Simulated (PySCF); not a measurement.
Homolysis of single bonds, series allenyl-X. Gas-phase values, no solvent. One relaxed conformer stands for each flexible species; it need not be the lowest. Strings in code marks are SMILES.

The four lowest singlet excitations (Tamm–Dancoff). Calculation: PySCF 2.14.0 with PBE-D3(BJ)/def2-TZVP // B3LYP-D3(BJ)/def2-TZVP. Excitations are Tamm–Dancoff values on a coarser integration grid. The basis has no diffuse functions, so Rydberg states are missing or too high.

| state | energy (eV) | wavelength (nm) | oscillator strength |
|---|---|---|---|
| S1 | 5.34 | 232 | 0.001 |
| S2 | 5.97 | 208 | 0.002 |
| S3 | 6.45 | 192 | 0.024 |
| S4 | 6.69 | 185 | 0.038 |

### Question
Name which member gives these states.
A) `C=C=CS`
B) `C=C=C[SiH3]`
C) `C=C=COC`
D) `C=C=CSC`

### Answer
B, `C=C=C[SiH3]`
